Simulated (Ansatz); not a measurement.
C$_{2}$H$_{8}$GeO$_{4}$ (SMILES CC[O][Ge]([OH])([OH])[OH]), singlet, geometry from GFN2-xTB, with bond 14-6 at 1.8 times its length; CASSCF(6,6)/STO-3G (Ansatz, an electronic-structure program).

The Ansatz input:
Ansatz 0.2 input:
```yaml
crystal:
  periodic: [false, false, false]
  atoms:
    - {symbol: C, position_ang: [-3.36002605, -0.13513295, 0.40506002]}
    - {symbol: C, position_ang: [-2.01604016, 0.56513039, 0.51850759]}
    - {symbol: O, position_ang: [-0.99666439, -0.38518726, 0.22897068]}
    - {symbol: Ge, position_ang: [0.66734739, -0.04776283, -0.11104099]}
    - {symbol: O, position_ang: [1.64194668, 0.35031736, 1.25791092]}
    - {symbol: O, position_ang: [1.29992012, -1.50625612, -0.77355884]}
    - {symbol: O, position_ang: [0.75802495, 1.29950792, -1.18354848]}
    - {symbol: H, position_ang: [-4.15920208, 0.56232715, 0.64087696]}
    - {symbol: H, position_ang: [-3.40074091, -0.97369602, 1.09514648]}
    - {symbol: H, position_ang: [-3.49943414, -0.51114590, -0.60489828]}
    - {symbol: H, position_ang: [-1.87417583, 0.95529840, 1.53205004]}
    - {symbol: H, position_ang: [-1.96096944, 1.40113714, -0.18458124]}
    - {symbol: H, position_ang: [1.86996781, -0.38278948, 1.82682890]}
    - {symbol: H, position_ang: [0.26822767, -2.33534541, -1.87181259]}
    - {symbol: H, position_ang: [1.57325925, 1.79710097, -1.14801150]}
basis:
  gaussian:
    orbitals: STO-3G
hamiltonian:
  xc: hf
magnetization: {spin_polarized: false}
correlation: {active_space: {window: {electrons: 6, orbitals: 6}}}
```

What the program printed (banner, timings and long lists left out):

```
Functional definition: HF
734 factors; integrals over basis functions are off by at most 4.9e-5 eV
mean field evaluation 1: about -66020.1240 eV, gradient 3.9e1 eV
mean field evaluation 2: about -66020.3780 eV, gradient 3.9e1 eV
mean field evaluation 4: about -66026.9009 eV, gradient 4.7e0 eV
mean field evaluation 8: about -66026.9878 eV, gradient 1.7e-4 eV
mean field -66026.98780730 eV, -2426.4470472185 hartree, gradient 3.4e-6 eV, S^2 0.000000; 0 other end points of the search recorded, 0 dependent functions left out
reference -66026.98780730 eV, -2426.4470472185 hartree; 42, 42 occupied and 14, 14 virtual orbitals, 734 factors
state -66031.11094042 eV, -2426.5985695660 hartree
the orbitals are reached from a further start. From the first start the search ends at -66030.89966043 eV, -2426.5908051694 hartree
Total energy: -66031.11094042 eV, -2426.5985695660 hartree
```
